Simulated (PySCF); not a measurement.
## Electron correlation in Kr⁺ (krypton, charge +1)

[Ar] 3d10 4s2 4p5, 2P determinant. Computed with PySCF 2.14 in cc-pVTZ-DK (6s5p3d1f, 43 functions), with scalar relativity by spin-free X2C-1e. Frozen: [Ar] 3d10; 7 electrons correlated.

MP2 pair energies summed by pair of shells (mhartree):

```
 pair  energy  share (%)
4p-4p  -85.11       62.0
4s-4p  -44.35       32.3
4s-4s   -7.76        5.7
```

Total MP2 correlation energy: -137.22 mhartree.

Same-spin part -31.28 and opposite-spin part -105.95 mhartree; SCS-MP2 scales them by 1/3 and 6/5 to -137.56 mhartree.

```json
{"level": "CCSD", "correlation energy (mhartree)": "-157.01"}
{"level": "(T)", "correlation energy (mhartree)": "-3.94"}
{"level": "CCSD(T)", "correlation energy (mhartree)": "-160.95"}
```

Diagnostics: T1 = 0.0054, D1 = 0.0184, largest double amplitude 0.047.

**Question.** Is a single reference adequate?

**Answer.** Yes, within this model without spin-orbit coupling: T1 lies below 0.03 and no double amplitude reaches 0.07.
